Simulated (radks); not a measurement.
Effect of the nuclear size on the osmium ion Os3+, [Xe] 4f14 5d5. All-electron calculation, Dirac Kohn-Sham, relativistic LDA (MacDonald-Vosko exchange, VWN5 correlation), spin-unpolarised, spherical densities, finite nucleus; open shells fill j = l - 1/2 first; Fermi nuclear charge, rms radius 5.4126 fm. Program: a radial shooting solver on a logarithmic mesh with Libxc functionals. The rms radius is varied about that value; shifts are against it.

rms radius (fm) = 4.487: total energy shift (eV) -22.6; density at nucleus (e/bohr^3) 1.768e+06; 1s1/2 shift (meV) -9070; 2s1/2 shift (meV) -1300; 5s1/2 shift (meV) -13.6; 5d5/2 shift (meV) 0.220; 6s1/2 (empty) shift (meV) -2.21; 6p1/2 (empty) shift (meV) -0.072
rms radius (fm) = 5.0445: total energy shift (eV) -9.31; density at nucleus (e/bohr^3) 1.693e+06; 1s1/2 shift (meV) -3740; 2s1/2 shift (meV) -536; 5s1/2 shift (meV) -5.61; 5d5/2 shift (meV) 0.090; 6s1/2 (empty) shift (meV) -0.910; 6p1/2 (empty) shift (meV) -0.030
rms radius (fm) = 5.4126: total energy shift (eV) 0; density at nucleus (e/bohr^3) 1.65e+06; 1s1/2 shift (meV) 0.000; 2s1/2 shift (meV) 0.000; 5s1/2 shift (meV) 0.000; 5d5/2 shift (meV) 0.000; 6s1/2 (empty) shift (meV) 0.000; 6p1/2 (empty) shift (meV) 0.000
rms radius (fm) = 5.7265: total energy shift (eV) 8.27; density at nucleus (e/bohr^3) 1.616e+06; 1s1/2 shift (meV) 3320; 2s1/2 shift (meV) 476; 5s1/2 shift (meV) 4.98; 5d5/2 shift (meV) -0.080; 6s1/2 (empty) shift (meV) 0.808; 6p1/2 (empty) shift (meV) 0.027
rms radius (fm) = 5.9593: total energy shift (eV) 14.6; density at nucleus (e/bohr^3) 1.593e+06; 1s1/2 shift (meV) 5850; 2s1/2 shift (meV) 840; 5s1/2 shift (meV) 8.78; 5d5/2 shift (meV) -0.142; 6s1/2 (empty) shift (meV) 1.43; 6p1/2 (empty) shift (meV) 0.047

Slopes of the eigenvalues against <r^2> in GHz/fm^2, as finite differences over the two radii next to the reference (eigenvalue slopes, not the field-shift constants of lines): 1s1/2 232000, 2s1/2 33300, 5s1/2 348, 5d5/2 -5.62, 6s1/2 (empty) 56.5, 6p1/2 (empty) 1.86.
